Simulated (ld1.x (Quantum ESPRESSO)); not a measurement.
# Before and after: ultrasoft potential for ruthenium

| Property | Result |
| --- | --- |
| Element | Ru |
| Generator | ld1.x (Quantum ESPRESSO) 7.5 |
| Type | ultrasoft |
| Functional | PBE |
| Relativity | scalar-relativistic |
| Frozen core | [Kr] |
| Valence charge | 8 |
| Reference configuration | 4d7 5s1 5p0 |
| Partial waves | 5s (bound): rcut 2.15, rcutus 2.80 bohr; 5s channel at 0.25 Ry: rcut 2.15, rcutus 2.80 bohr; 5p (bound, empty): rcut 3.85, rcutus 4.30 bohr; 5p channel at 0.45 Ry: rcut 3.85, rcutus 4.30 bohr; 4d (bound): rcut 1.25, rcutus 1.40 bohr; 4d channel at 0.1 Ry: rcut 1.25, rcutus 1.40 bohr |
| Local potential | all-electron potential smoothed inside 4.10 bohr (lloc = -2) |
| Core correction | Bessel-smoothed model core inside 1.20 bohr |
| Augmentation charge | built from norm-conserving waves at rcut, not smoothed further |

Change: waves 4d (bound): rcut 1.25, rcutus 1.80 bohr; 4d channel at 0.1 Ry: rcut 1.25, rcutus 1.80 bohr.

Cutoffs: the cutoffs (Ry, on a coarse ladder) from which the occupation-weighted sum of valence levels, in a spherical-Bessel basis at the reference potential, stays within 10 and 1 mRy of its value at 400 Ry; they do not see the model core or the augmentation charge, which bear on the density cutoff. Errors are all-electron minus pseudo energies relative to the spin-unpolarised reference configuration.

How do hardness, ghosts and transferability respond?

The potential gets softer (50 Ry and 90 Ry → 35 Ry and 50 Ry); the errors of the 7 common tests hardly move; neither file shows a bound ghost. A larger radius leaves more room for a smooth pseudo-wave, so fewer plane waves are needed.

```csv
quantity,base,changed
"cutoff, loose",50 Ry,35 Ry
"cutoff, tight",90 Ry,50 Ry
loose cutoff by channel (10 mRy a level),"s 6 Ry, d 40 Ry","s 6 Ry, d 30 Ry"
bound ghosts,none,none
"error for 4d7 5s0 5p0, meV [ΔE 7.29 eV]",-14,-14
"error for 4d6 5s0 5p0, meV [ΔE 25.48 eV]",-61,-62
"error for 4d5 5s0 5p0, meV [ΔE 56.10 eV]",-417,-429
"error for 4d6 5s1 5p0, meV [ΔE 10.11 eV]",-57,-58
"error for 4d6 5s2 5p0, meV [ΔE 1.70 eV]",-80,-83
"error for 4d6 5s1 5p1, meV [ΔE 5.65 eV]",-73,-75
"error for 4d7 5s0.5 5p0, meV [ΔE 2.86 eV]",-3.3,-3.4
s: phases at 4.64 bohr within 0.05 rad from the reference energy up to (Ry; the scan ends near 5),3.4,3.4
p: phases at 4.64 bohr within 0.05 rad from the reference energy up to (Ry; the scan ends near 5),1.0,1.0
d: phases at 4.64 bohr within 0.05 rad from the reference energy up to (Ry; the scan ends near 5),2.1,2.1
lowest overlap eigenvalue by channel,"s 0.40, p 0.73, d 0.99","s 0.40, p 0.73, d 1.00"
```
